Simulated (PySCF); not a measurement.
# Unknowns

[PySCF 2.14.0 with density-fitted response routines: PBE0/pcSseg-1 with gauge-including orbitals; J: B3LYP/pcJ-1 (spin–dipole term left out of most H,H and C,H couplings); GFN2-xTB geometry; one conformer; non-relativistic Hamiltonian; in vacuum; fast rotation and ring inversion assumed for equivalent nuclei]

δ = σ(ref) − σ, references computed at the same level: 1H (σref 31.72), 13C (σref 186.93) against TMS. Multiplet labels drop J under 1 Hz and among equivalent protons, and merge close values. Unscaled 3J(H,H) run several per cent high. Where no couplings were computed, multiplicities follow the n + 1 count of equivalent neighbours, and m marks all less simple cases (inequivalent or close neighbours, rings, F or P nearby). Shifts are as computed. Against solution values, carbons near 30 ppm lie about +3 ppm off and those near 130 ppm about +5 ppm; carbons on Cl a further +6 ppm (rms about the fit 2.1 ppm; single classes can miss by 10 ppm). Of 1328 compounds with measured shifts, 309 miss one by over three times the rms of a fit or turn the order of signals round; such compounds aren't used in these exercises. Signals without a measured value on file couldn't be tested in this way; 1H shifts scatter by 0.2 ppm about their fit, and single ones miss by 0.5 ppm. Carbons bonded to Cl come out too deshielded.

Q: C7H6Cl2. 1H NMR (300 MHz, computed): δ 6.79 (m, 1H), 6.76 (m, 1H), 6.68 (d, 1H), 6.47 (d, 1H), 6.42 (d, 1H), 6.33 (d, 1H). 13C{1H} NMR (computed): δ 149.0 (C), 144.1 (CH), 143.3 (CH), 142.2 (CH), 133.4 (CH), 122.8 (CH), 82.8 (CH). Give a structure.

A: `ClC(Cl)C=C1C=CC=C1`. Rings plus π bonds: 4 (1 ring in the answer). 7 carbon signals for 7 carbons: no two carbons are equivalent. Carbon types of the structure: 1 × C, 6 × CH, which accounts for all hydrogens. δC 149.0: fully substituted alkene carbon; an sp2 carbon of a C=C bond. δC 144.1, 143.3, 142.2, 133.4, 122.8: alkene CH; the olefinic region. δC 82.8: allylic sp3 CH bonded to 2 Cl; 2 electronegative neighbours deshield it. δH 6.79, 6.76, 6.47, 6.42, 6.33: hydrogen on an alkene CH; olefinic region.

The data come from this structure; uniqueness wasn't tested.

Q: C5H8. 1H NMR (500 MHz, computed): δ 5.50 (m, 1H), 5.32 (m, 1H), 5.22 (m, 1H), 1.35 (m, 1H), 0.75 (m, 2H), 0.31 (m, 2H). 13C{1H} NMR (computed): δ 151.8, 118.2, 20.2, 9.1. Identify the compound.

A: `C=CC1CC1`. Rings plus π bonds: 2 (1 ring in the answer). 4 carbon signals for 5 carbons: some carbons are equivalent by symmetry or fast rotation. Carbon types of the structure: 2 × CH, 3 × CH2, which accounts for all hydrogens. δC 151.8: alkene CH; the olefinic region. δC 118.2: terminal =CH2 carbon; an sp2 carbon of a C=C bond. δC 20.2, 9.1: three-membered-ring carbon; carbons of three-membered rings are unusually shielded. δH 1.35, 0.75, 0.31: hydrogen on a three-membered-ring carbon; cyclopropane-type protons are shielded by the ring.

The data come from this structure; uniqueness wasn't tested.

Q: C5H8. 1H NMR (300 MHz, computed): δ 6.90 (quint, J = 1.7 Hz, 1H), 2.32 (d, J = 1.7 Hz, 3H), 1.48 (qd, J = 4.7, 1.8 Hz, 1H), 1.09 (d, J = 4.7 Hz, 3H). 13C{1H} NMR (computed): δ 136.4 (C), 116.7 (CH), 25.1 (CH3), 17.7 (CH), 14.0 (CH3). Identify the compound.

A: SMILES CC1=C[C@@H]1C. The formula gives 2 degrees of unsaturation (1 ring in the answer). 5 carbon signals for 5 carbons: no two carbons are equivalent. Carbon types of the structure: 1 × C, 2 × CH, 2 × CH3, which accounts for all hydrogens. δC 136.4: fully substituted alkene carbon; the olefinic region. δC 116.7: alkene CH; the olefinic region. δC 17.7: three-membered-ring carbon; carbons of three-membered rings are unusually shielded. δH 6.90: hydrogen on an alkene CH; a vinylic proton, deshielded by the sp2 carbon and the C=C anisotropy. The protons at 1.48 and 1.09 share a coupling of 4.7 Hz (vicinal).

The shifts were computed for this structure. Such data don't tell enantiomers apart.
